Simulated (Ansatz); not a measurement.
`CS[SiH](Cl)Cl`, relaxed with RKS PBE0-D4/def2-TZVP in the Gaussian-basis code of Ansatz from a PBE-D4/def2-SVP geometry. The force threshold is 0.005 eV/Å; the program also tests the step.

The species carries charge 0 and has multiplicity 1.

Start:

```xyz
9

C     0.750    0.243    1.327
S    -0.744   -0.754    0.931
Si   -0.869   -0.368   -1.157
Cl   -1.076    1.665   -1.538
Cl    0.856   -0.982   -2.141
H     1.630   -0.137    0.773
H     0.580    1.310    1.091
H     0.922    0.129    2.413
H    -2.049   -1.106   -1.699
```

Question: By how much does the energy fall, and how many steps does the optimiser take? (An estimate is asked.)

Answer: Computed: 1.14 kcal/mol, in 6 steps, 1 of them rejected.

Question: Which bonds change most? (Best estimate.)

Answer: Computed: Si3–Cl4 from 2.079 to 2.048 Å; Si3–Cl5 from 2.079 to 2.048 Å; S2–Si3 from 2.127 to 2.099 Å; C1–S2 from 1.839 to 1.817 Å.

Question: Give the relaxed structure. (Best estimate.)

Answer: Computed: 
```xyz
9

C     0.747    0.243    1.322
S    -0.727   -0.737    0.912
Si   -0.857   -0.362   -1.150
Cl   -1.073    1.635   -1.547
Cl    0.828   -0.973   -2.141
H     1.618   -0.127    0.783
H     0.583    1.297    1.103
H     0.906    0.118    2.393
H    -2.024   -1.093   -1.675
```
